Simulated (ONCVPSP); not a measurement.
Scattering properties, ONCV potential for titanium

titanium (Ti), optimised norm-conserving Vanderbilt (ONCV), made with ONCVPSP 4.0.1 (PBE, scalar-relativistic). Core [Ne], reference 3s2 3p6 3d2 (charge +2). Waves: 3s: rc 1.20 bohr, ncon 4, nbas 9, qcut 9.1 1/bohr, 2 projectors, debl 3.6 Ha; 3p: rc 1.65 bohr, ncon 4, nbas 8, qcut 8.8 1/bohr, 1 projector; 3d: rc 1.25 bohr, ncon 5, nbas 10, qcut 7.8 1/bohr, 2 projectors, debl 1.4 Ha; f scattering state at 0.08 Ha: rc 1.50 bohr, ncon 4, nbas 7, qcut 7.2 1/bohr, 1 projector. Local part: polynomial inside 0.85 bohr (lpopt 2, dvloc0 1 Ha). Core correction: Teter function fitted to the true core (icmod 2), fcfact 0.6.

The phase is arctan(r·R′/R) of the radial function R(r), unwrapped; energies in Ha, scanned from -4 to 5 Ha. A pole is an energy at which the radial function vanishes at the test radius. The pseudo phase is shifted by a multiple of π to meet the all-electron one at the reference energy, and phase errors are pseudo minus all-electron; the curves can meet again beyond the range given. Levels narrower than the energy grid can be missing from the lists of poles.

| channel | radius (bohr) | reference energy (Ha) | poles, all-electron | poles, pseudo | unbroken range about the reference energy with phases within 0.05 rad | phase error 1 Ha above the reference energy (rad) |
| --- | --- | --- | --- | --- | --- | --- |
| s | 1.22 | -2.89 | -0.50 | -0.50 | the whole range | -0.000 |
| p | 1.68 | -2.01 | -1.49 | -1.49 | below 0.5 | -0.003 |
| d | 1.27 | -0.72 | 1.22 | 1.22 | the whole range | +0.000 |
| f | 1.53 | 0.08 | none | none | the whole range | +0.001 |

Phases in the d channel:

| E (Ha) | all-electron | pseudo |
| --- | --- | --- |
| -3.98 | 1.082 | 1.082 |
| -3.50 | 1.009 | 1.009 |
| -3.02 | 0.902 | 0.902 |
| -2.54 | 0.731 | 0.730 |
| -2.06 | 0.434 | 0.434 |
| -1.58 | -0.061 | -0.061 |
| -1.10 | -0.632 | -0.632 |
| -0.62 | -1.029 | -1.029 |
| -0.14 | -1.260 | -1.260 |
| 0.34 | -1.404 | -1.404 |
| 0.82 | -1.504 | -1.504 |
| 1.30 | -1.583 | -1.583 |
| 1.78 | -1.652 | -1.652 |
| 2.26 | -1.719 | -1.719 |
| 2.74 | -1.792 | -1.793 |
| 3.22 | -1.881 | -1.882 |
| 3.70 | -2.002 | -2.003 |
| 4.18 | -2.189 | -2.191 |
| 4.66 | -2.510 | -2.514 |
